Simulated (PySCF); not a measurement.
## Dipole response of Mg (magnesium, neutral)

[Ne] 3s1 3p1, high-spin 3P determinant (an excited configuration). All numbers are calculated (PySCF 2.14, scalar relativity by spin-free X2C-1e, in aug-cc-pVQZ-DK (7s6p4d3f2g, 84 functions)). Coupled (time-dependent) response in atomic units; α is the mean over directions.

```tsv
method	mean α (bohr³)	α xx, yy, zz	C₆ (like pair)	S(−4)
M06	116.2	92.65, 163.4, 92.65	1093	13870
```

S(−4) is the Cauchy moment in α(ω) = α(0) + S(−4) ω² + …

α(iu) at M06:

```json
{"u (hartree)": "0", "α(iu) (bohr³)": "116.2"}
{"u (hartree)": "0.0500", "α(iu) (bohr³)": "92.57"}
{"u (hartree)": "0.100", "α(iu) (bohr³)": "61.89"}
{"u (hartree)": "0.200", "α(iu) (bohr³)": "28.85"}
{"u (hartree)": "0.300", "α(iu) (bohr³)": "15.85"}
{"u (hartree)": "0.500", "α(iu) (bohr³)": "6.759"}
{"u (hartree)": "0.750", "α(iu) (bohr³)": "3.346"}
{"u (hartree)": "1.00", "α(iu) (bohr³)": "2.049"}
{"u (hartree)": "1.50", "α(iu) (bohr³)": "1.057"}
{"u (hartree)": "2.00", "α(iu) (bohr³)": "0.6751"}
{"u (hartree)": "3.00", "α(iu) (bohr³)": "0.3605"}
{"u (hartree)": "5.00", "α(iu) (bohr³)": "0.1563"}
```

A single London oscillator, α(iu) = α/(1 + u²/ω²), gives C₆ = (3/4) ω α². Matching the computed C₆ needs ω = 4 × 1093 / (3 × 116.2²) = 0.108 hartree.

The components differ because the open shell of this determinant is not spherical; for a pure term their mean is the scalar polarisability.
